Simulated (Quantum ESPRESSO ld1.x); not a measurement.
Values are calculated unless marked as measured or tabulated.
All-electron atom: I XVIII in [Kr] (the NIST ground configuration).

Code: ld1.x of Quantum ESPRESSO 7.5. Model: scalar-relativistic Kohn-Sham, LDA (Slater exchange, Perdew-Wang correlation), spin-polarised, spherical densities, point nucleus.

Energy parts (eV):
part                      energy
total                 -190492.45
kinetic                200081.12
electron-nucleus      -445394.46
Hartree                 59167.71
exchange-correlation    -4346.82

Orbitals (lengths in bohr, moments of r in powers of bohr):
orbital  occ.  eigenvalue (eV)     <r^2>      <r^4>
1s          2         -33383.0  0.001006  2.650e-06
2s          2         -5527.13   0.01620  0.0004500
2p          6         -5008.57   0.01281  0.0003247
3s          2         -1443.72    0.1115    0.01882
3p          6         -1275.64    0.1112    0.01955
3d         10         -1025.76   0.09578    0.01652
4s          2         -553.134    0.5248     0.3874
4p          6         -495.043    0.5689     0.4618

The highest occupied level is 4p at -495.04 eV. The density falls to 0.001 e/bohr^3 at r = 1.68 bohr. For comparison, the ionisation energy in NIST's Atomic Spectra Database is 505 eV (theoretical). In exact Kohn-Sham theory the highest level is minus the ionisation energy, but local and semilocal functionals leave it too shallow, through self-interaction and a potential that decays too fast; potentials with the right tail come closer. Summed over all electrons, <r^2> = 6.422 bohr^2, which gives a Langevin (diamagnetic) susceptibility term of -5.09 x 10^-6 cm^3/mol.
